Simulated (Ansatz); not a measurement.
Start from `[SH][Ge][Br]` and change one element to get `[OH][Ge][Br]`.

Ansatz, PBE0-D4/def2-TZVP geometries, multiplicity 1. Each molecule was computed in one conformer, which needn't be the lowest.

Scalar relativity is left out up to krypton.

```csv
property,`[SH][Ge][Br]`
zero-point energy (PBE0-D4/def2-TZVP) / kJ/mol,26.8
HOMO–LUMO gap (ωB97M-V/def2-TZVPP) / eV,8.64
"ideal-gas entropy at 298 K and 1 bar (rigid rotor, harmonic PBE0-D4/def2-TZVP) / J/(mol·K)",319
HOMO–LUMO gap (PBE/def2-TZVPP) / eV,2.96
HOMO energy (ωB97M-V/def2-TZVPP) / eV,-9.53
HOMO–LUMO gap (B3LYP/def2-TZVPP) / eV,4.32
```

(1) What does the change do to each property? (Estimate.)

## Answers

(1) Ansatz gave: 
```json
{"property": "zero-point energy (PBE0-D4/def2-TZVP) / kJ/mol", "`[OH][Ge][Br]`": "37.8", "shift": "11.0"}
{"property": "HOMO–LUMO gap (ωB97M-V/def2-TZVPP) / eV", "`[OH][Ge][Br]`": "9.48", "shift": "0.84"}
{"property": "ideal-gas entropy at 298 K and 1 bar (rigid rotor, harmonic PBE0-D4/def2-TZVP) / J/(mol·K)", "`[OH][Ge][Br]`": "304", "shift": "-15"}
{"property": "HOMO–LUMO gap (PBE/def2-TZVPP) / eV", "`[OH][Ge][Br]`": "3.58", "shift": "0.62"}
{"property": "HOMO energy (ωB97M-V/def2-TZVPP) / eV", "`[OH][Ge][Br]`": "-9.99", "shift": "-0.46"}
{"property": "HOMO–LUMO gap (B3LYP/def2-TZVPP) / eV", "`[OH][Ge][Br]`": "5.02", "shift": "0.70"}
```

With PBE0 the HOMO falls by 0.40 eV and the LUMO rises by 0.32 eV, so the gap widens by about 0.72 eV. PBE moves the HOMO by -0.35 eV and ωB97M-V by -0.46 eV.

B3LYP here is the variant with VWN-RPA as its local correlation; programs differ in this.

Spin–orbit coupling is left out; it splits and shifts lone-pair levels of the heavy atoms by tenths of an eV.
